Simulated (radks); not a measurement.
The numbers below are computed, except where a source is named.
Spherical quantum dot in the effective-mass picture: electrons in a hard-walled sphere of radius 2.16, all in effective atomic units (hartree* = m*/eps^2 hartree, bohr* = eps/m* bohr), one dielectric constant everywhere. Level of theory: non-relativistic Kohn-Sham, PBEsol, spin-polarised, spherical densities (a radial shooting solver with Libxc functionals). Levels are named by radial order and angular momentum (1s, 1p, 1d, 2s, ...), and open shells are averaged over m.

N = 17, configuration 1s2 1p6 1d(up 5, down 4). This is the lowest configuration that the search found. Occupied and some empty levels:

level    occupation  eigenvalue (hartree*)  <r> (bohr*)
1s up             1                 11.536        1.314
1s down           1                 11.561        1.312
1p up             3                 12.259        1.420
1p down           3                 12.286        1.419
1d up             5                 13.374        1.494
1d down           4                 13.402        1.494
1f up             0                 14.829        1.551
1f down           0                 14.858        1.550
2s up             0                 14.870        1.002
2s down           0                 14.883        1.002
2p up             0                 16.872        1.140
2p down           0                 16.889        1.139

Energy (hartree*): total 129.683, kinetic 50.294, external 0, Hartree 91.123, exchange-correlation -11.734.
